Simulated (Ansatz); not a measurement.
Reaction (formal exchange of groups at the Al–C bond): `CC[CH](O)[AlH2]` + `BC1(C)CC1` → `B[C]1([AlH2])CC1` + `CCC(C)O`

Computed with Ansatz on PBE0-D4/def2-TZVP structures; ΔE is electronic, products minus reactants. CCSD(T)/CBS is the MP2 limit (def2-TZVPP, def2-QZVPP) plus CCSD(T) − MP2 in def2-TZVPP, frozen cores. Functionals use def2-TZVPP. B3LYP here is the variant with VWN-RPA as its local correlation; programs differ in this. One conformer a species, not always the lowest.

`CC[CH](O)[AlH2]`:

```xyz
14

C     1.730   -0.275   -0.760
C     0.352   -0.672   -0.250
C    -0.425    0.483    0.381
O    -0.670    1.546   -0.540
Al   -2.166   -0.082    1.138
H     2.268   -1.134   -1.167
H     2.338    0.149    0.045
H     1.666    0.465   -1.563
H    -0.228   -1.097   -1.079
H     0.458   -1.467    0.497
H     0.187    0.858    1.224
H     0.174    1.895   -0.843
H    -2.141   -1.214    2.257
H    -3.542    0.544    0.661
```

`BC1(C)CC1`:

Cartesian coordinates in Å:
```
B 0.950 -0.280 1.375
C 0.171 0.067 0.113
C 0.303 1.424 -0.536
C -0.180 -1.099 -0.808
C -1.229 -0.570 0.079
H 1.648 0.522 1.928
H 0.848 -1.382 1.839
H 0.073 2.225 0.172
H -0.373 1.530 -1.390
H 1.321 1.588 -0.900
H 0.245 -2.070 -0.589
H -0.230 -0.851 -1.862
H -1.546 -1.164 0.926
H -2.000 0.058 -0.350
```

`B[C]1([AlH2])CC1`:

Cartesian coordinates in Å:
```
B -0.635 -0.022 1.590
C -0.090 -0.198 0.176
Al -0.897 -1.388 -1.116
C 0.306 1.217 -0.378
C 1.358 0.255 -0.062
H -0.022 0.646 2.384
H -1.683 -0.494 1.935
H -0.307 -1.370 -2.597
H -2.104 -2.347 -0.738
H 0.160 2.062 0.285
H 0.064 1.418 -1.416
H 1.961 0.430 0.822
H 1.888 -0.209 -0.887
```

`CCC(C)O`:

Z-matrix (Å, degrees):
```
C
C 1 1.519
H 1 1.094 2 111.8
H 1 1.092 2 111.3 3 119.1
H 1 1.094 2 111.3 3 -120.9
C 2 1.522 1 113.7 3 64.4
H 2 1.096 1 110.1 3 -57.3
H 2 1.095 1 109.5 3 -174.5
O 6 1.419 2 111.8 1 -60.8
C 6 1.511 2 112.1 1 179.6
H 6 1.103 2 108.2 1 59.5
H 9 0.960 6 108.4 2 60.8
H 10 1.093 6 110.1 2 60.7
H 10 1.092 6 110.7 2 -59.4
H 10 1.091 6 110.5 2 -179.9
```

```json
{"level": "r2SCAN-D4", "ΔE (kJ/mol)": "-45.3", "difference from CCSD(T)/CBS": "1.3"}
{"level": "PBE0-D4", "ΔE (kJ/mol)": "-42.7", "difference from CCSD(T)/CBS": "3.9"}
{"level": "B3LYP-D4", "ΔE (kJ/mol)": "-40.2", "difference from CCSD(T)/CBS": "6.4"}
{"level": "ωB97M-V", "ΔE (kJ/mol)": "-43.1", "difference from CCSD(T)/CBS": "3.5"}
{"level": "B3LYP", "ΔE (kJ/mol)": "-39.9", "difference from CCSD(T)/CBS": "6.7"}
{"level": "HF/def2-TZVPP", "ΔE (kJ/mol)": "-46.7", "difference from CCSD(T)/CBS": "-0.1"}
{"level": "MP2/def2-TZVPP", "ΔE (kJ/mol)": "-49.4", "difference from CCSD(T)/CBS": "-2.8"}
{"level": "SCS-MP2/def2-TZVPP", "ΔE (kJ/mol)": "-47.4", "difference from CCSD(T)/CBS": "-0.8"}
{"level": "MP2/def2-QZVPP", "ΔE (kJ/mol)": "-49.3", "difference from CCSD(T)/CBS": "-2.7"}
{"level": "HF/CBS(def2)", "ΔE (kJ/mol)": "-46.8", "difference from CCSD(T)/CBS": "-0.2"}
{"level": "CCSD(T)/CBS", "ΔE (kJ/mol)": "-46.6", "difference from CCSD(T)/CBS": "0"}
```

Largest T1 diagnostic among the species: 0.010.

From PBE to PBE0 (25 % exact exchange), in def2-TZVPP and without D4, ΔE moves by −3.2 kJ/mol.
